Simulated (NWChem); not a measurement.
Everything below was run with NWChem. System: hydrogen selenide (H2Se), charge 0, spin multiplicity 1, at a geometry optimised with PBE0/def2-SVP. Level: TD-PBE0/def2-SVPD.

Output (cleaned and shortened):

```
             Northwest Computational Chemistry Package (NWChem) 7.3.0
             --------------------------------------------------------

                                NWChem Input Module
                                -------------------

 Scaling coordinates for geometry "geometry" by  1.889725989
 (inverse scale =  0.529177249)

 Turning off AUTOSYM since
 SYMMETRY directive was detected!

                             Geometry "geometry" -> ""
                             -------------------------

 Output coordinates in angstroms (scale by  1.889725989 to convert to a.u.)

  No.       Tag          Charge          X              Y              Z
 ---- ---------------- ---------- -------------- -------------- --------------
    1 Se                  34.0000     0.00000000     0.00000000     0.05707600
    2 H                    1.0000     1.05024600     0.00000000    -0.97029100
    3 H                    1.0000    -1.05024600     0.00000000    -0.97029100

 Effective nuclear repulsion energy (a.u.)      24.7444849950

            Nuclear Dipole moment (a.u.)
            ----------------------------
        X                 Y               Z
 ---------------- ---------------- ----------------
     0.0000000000     0.0000000000     0.0000037795

      Symmetry information
      --------------------

 Group name             C2v
 Group number             16
 Group order               4
 No. of unique centers     2

      Symmetry unique atoms

     1    2


 Summary of "ao basis" -> "" (spherical)
 ------------------------------------------------------------------------------
       Tag                 Description            Shells   Functions and Types
 ---------------- ------------------------------  ------  ---------------------
 *                         def2-svpd                  on all atoms

                                 NWChem DFT Module
                                 -----------------

 Summary of "ao basis" -> "ao basis" (spherical)
 ------------------------------------------------------------------------------
       Tag                 Description            Shells   Functions and Types
 ---------------- ------------------------------  ------  ---------------------
 Se                        def2-svpd                15       41   6s5p4d
 H                         def2-svpd                 4        8   2s2p

 Summary of "ao basis" -> "ao basis" (spherical)
 ------------------------------------------------------------------------------
[...]
     Transition Moments   XX -0.00000  XY -1.84299  XZ  0.00000
     Transition Moments   YY -0.00000  YZ  0.00000  ZZ -0.00000
     Dipole Oscillator Strength                    0.0000000000
     Electric Quadrupole                           0.0000003411
     Magnetic Dipole                               0.0000000168
     Total Oscillator Strength                     0.0000003579

          sigma_e =   3.4981 Angstrom
          sigma_h =   1.3622 Angstrom
         |d_h->e| =   0.0823 Angstrom
            d_exc =   3.7518 Angstrom
            d_CD1 =   2.2182 Angstrom
            d_CD2 =  -2.3478 Angstrom
            d_CD3 =   3.8341 Angstrom
     Pearson C.C. =   0.0024

     Occ.   18  b2  ---  Virt.   21  b1   0.99893 X
  ----------------------------------------------------------------------------
  Root   4 singlet b2             0.272059980 a.u.                7.4031 eV
  ----------------------------------------------------------------------------
     Transition Moments    X  0.00000   Y -0.06936   Z  0.00000
     Transition Moments   XX -0.00000  XY -0.00000  XZ -0.00000
     Transition Moments   YY -0.00000  YZ -1.79035  ZZ -0.00000
     Dipole Oscillator Strength                    0.0008726601
     Electric Quadrupole                           0.0000003437
     Magnetic Dipole                               0.0000000275
     Total Oscillator Strength                     0.0008730313

          sigma_e =   3.4629 Angstrom
          sigma_h =   1.3622 Angstrom
         |d_h->e| =   0.2866 Angstrom
            d_exc =   3.7283 Angstrom
            d_CD1 =   2.3873 Angstrom
            d_CD2 =  -2.1259 Angstrom
            d_CD3 =   4.0149 Angstrom
     Pearson C.C. =   0.0030

     Occ.   18  b2  ---  Virt.   22  a1   0.99460 X
     Occ.   18  b2  ---  Virt.   24  a1   0.06712 X
     Occ.   18  b2  ---  Virt.   25  a1  -0.06755 X
  ----------------------------------------------------------------------------
  Root   5 singlet a1             0.288511354 a.u.                7.8508 eV
  ----------------------------------------------------------------------------
     Transition Moments    X  0.00000   Y -0.00000   Z  0.12013
     Transition Moments   XX  0.60945  XY -0.00000  XZ -0.00000
     Transition Moments   YY  4.27032  YZ -0.00000  ZZ  0.52271
     Dipole Oscillator Strength                    0.0027756195
     Electric Quadrupole                           0.0000005852
     Magnetic Dipole                               0.0000000000
     Total Oscillator Strength                     0.0027762047

          sigma_e =   3.4816 Angstrom
          sigma_h =   1.3632 Angstrom
         |d_h->e| =   0.1283 Angstrom
            d_exc =   3.7240 Angstrom
            d_CD1 =   2.2467 Angstrom
            d_CD2 =  -2.2941 Angstrom
            d_CD3 =   3.8523 Angstrom
     Pearson C.C. =   0.0135

     Occ.   16  b1  ---  Virt.   20  b1  -0.06203 X
     Occ.   17  a1  ---  Virt.   19  a1  -0.11954 X
     Occ.   17  a1  ---  Virt.   22  a1   0.06800 X
     Occ.   18  b2  ---  Virt.   23  b2  -0.98510 X
  ----------------------------------------------------------------------------
  Root   6 singlet b2             0.302196158 a.u.                8.2232 eV
  ----------------------------------------------------------------------------
     Transition Moments    X -0.00000   Y -0.98785   Z  0.00000
     Transition Moments   XX  0.00000  XY  0.00000  XZ  0.00000
     Transition Moments   YY -0.00000  YZ  0.11687  ZZ -0.00000
     Dipole Oscillator Strength                    0.1965996697
     Electric Quadrupole                           0.0000000020
     Magnetic Dipole                               0.0000001505
     Total Oscillator Strength                     0.1965998222

          sigma_e =   2.4113 Angstrom
          sigma_h =   1.3625 Angstrom
         |d_h->e| =   0.2319 Angstrom
            d_exc =   2.7634 Angstrom
            d_CD1 =   1.2807 Angstrom
            d_CD2 =  -1.6550 Angstrom
            d_CD3 =   2.9952 Angstrom
     Pearson C.C. =   0.0135

     Occ.   16  b1  ---  Virt.   26  a2  -0.05876 X
     Occ.   17  a1  ---  Virt.   27  b2  -0.06905 X
     Occ.   18  b2  ---  Virt.   24  a1   0.89664 X
     Occ.   18  b2  ---  Virt.   25  a1   0.42764 X

              Target root =      1
          Target symmetry = none
      Ground state energy =  -2402.170617599377
        Excitation energy =      0.196524320899
     Excited state energy =  -2401.974093278478

  stored tddft:energy   -2401.9740932784784

 Task  times  cpu:       38.2s     wall:       38.2s

 Total times  cpu:       38.2s     wall:       38.2s
```

Q: Write an NWChem input that would produce this output.

A: One answer among several that fit: 
```
start mol
memory heap 200 mb stack 900 mb global 1100 mb
geometry units angstroms nocenter noautoz
  Se     0.000000     0.000000     0.057076
  H      1.050246     0.000000    -0.970291
  H     -1.050246     0.000000    -0.970291
  symmetry group C2v
end
basis spherical
  * library def2-svpd
end
dft
  xc pbe0
  semidirect memsize 60000000 filesize 0
  iterations 100
end
tddft
  rpa
  nroots 6
  notriplet
  thresh 1e-4
end
task tddft energy
```
